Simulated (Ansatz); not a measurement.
## Strength of the Si–S bond: Si(CH3)2(SH)2 → Si(CH3)2(SH) + HS

Gas-phase species: Si(CH3)2(SH)2, singlet; Si(CH3)2(SH), doublet; HS, doublet. The bond broken is the one whose loss leaves Si(CH3)2(SH) `C[Si](C)S`, relaxed to its own shape; its unpaired electron may spread away from that site.

Shapes, held fixed at every level: PBE0-D4/def2-TZVP. Flexible molecules stand in one conformer, not always the lowest. Programs: Ansatz 0.2.0. The zero-point and thermal change to 298 K, harmonic and unscaled (PBE0-D4/def2-TZVP), is -8.5 kJ/mol.

Question: Estimate ΔH(298 K) of this reaction.

Answer: The highest level, CCSD(T)/CBS estimate, gives ΔH(298 K) = +390.4 kJ/mol; the levels span +269.8 to +394.3. The column of differences is taken from that level and isn't an error. Hartree–Fock misses the correlation of the pair that is broken and comes out low. No measured value is set beside it here. Open shells run unrestricted. The CBS estimate extrapolates MP2 from def2-TZVPP and def2-QZVPP and adds CCSD(T) − MP2 in the triple-zeta set, cores frozen.

| level | kind | ΔH(298 K) (kJ/mol) | less CCSD(T)/CBS estimate |
| --- | --- | --- | --- |
| HF/def2-TZVPP | Hartree–Fock | +269.8 | -120.6 |
| wB97M-V/def2-TZVPP | range-separated hybrid | +394.3 | +3.9 |
| wB97X-V/def2-TZVPP | range-separated hybrid | +388.5 | -1.9 |
| CCSD(T)/def2-SVP | coupled cluster or CI | +351.4 | -39.0 |
| CCSD(T)/def2-TZVPP | coupled cluster or CI | +374.8 | -15.6 |
| CCSD/def2-TZVPP | coupled cluster or CI | +364.1 | -26.3 |
| CCSD(T)/CBS estimate | coupled cluster or CI | +390.4 | 0.0 |
